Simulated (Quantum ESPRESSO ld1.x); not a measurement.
Os XIX, 58 electrons, occupied as [Kr] 4d10 4f12 (the NIST ground configuration). Calculated with ld1.x of Quantum ESPRESSO 7.5: scalar-relativistic Kohn-Sham, relativistic LDA (MacDonald-Vosko exchange, VWN5 correlation), spin-unpolarised, spherical densities, point nucleus. Some entries of the table are withheld. Estimate them.

orbital,occ.,eigenvalue (Ry),<r^2> (bohr^2)
1s,2,-5424.36,0.0004369
2s,2,-971.479,0.006688
2p,6,-851.319,0.005560
3s,2,-249.689,(1)
3p,6,-214.317,0.04401
3d,10,-174.687,(2)
4s,2,-76.0902,0.2078
4p,6,-64.3262,0.2341
4d,10,(3),0.2613
4f,12,-33.2008,0.2920
5s,0,(4),0.8469
5p,0,-28.7308,0.9853

Answer. 
(1) 3s <r^2> (bohr^2): 0.04321
(2) 3d <r^2> (bohr^2): 0.03638
(3) 4d eigenvalue (Ry): -49.6796
(4) 5s eigenvalue (Ry): -32.7141
